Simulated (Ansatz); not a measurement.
In₂H₄F₂⁻, that is (H2In-mu-F)2 with one electron more. Charge -1, multiplicity 2. Geometry B3LYP-D4/def2-SVPD; atoms count from 1.

Cartesian coordinates in Å:
```
In 0.801 -1.660 1.753
H -0.823 -2.226 2.277
H 1.615 -0.467 2.824
F 0.158 -0.265 0.144
In -0.445 1.078 -1.413
H 0.469 2.514 -1.046
H -2.166 0.831 -1.478
F 0.390 0.195 -3.061
```

In the def2 sets In takes a core potential; there is no spin–orbit coupling.

(1) Estimate the Mulliken populations from the PBE0/def2-TZVPD orbitals of Ansatz.

(2) Where does the spin sit?

(3) And the Mayer bond orders between heavy atoms (over 0.3)?

## Answers

(1) 
```csv
atom,charge (e),spin (α − β)
In1,0.34,0.77
H2,-0.22,0.13
H3,-0.22,0.13
F4,-0.76,-0.03
In5,0.98,0.00
H6,-0.21,0.00
H7,-0.21,0.00
F8,-0.69,0.00
```
Mulliken values depend strongly on the basis. With diffuse functions, as here, like atoms can get unlike values, and bond orders can come out too low or too high.

(2) Summed by element: In 0.77, H 0.26, F -0.03, of 1 unpaired in all. Largest on single atoms: In1 0.77, H2 0.13, H3 0.13.

(3) In5–F8 0.41 (2.05 Å).
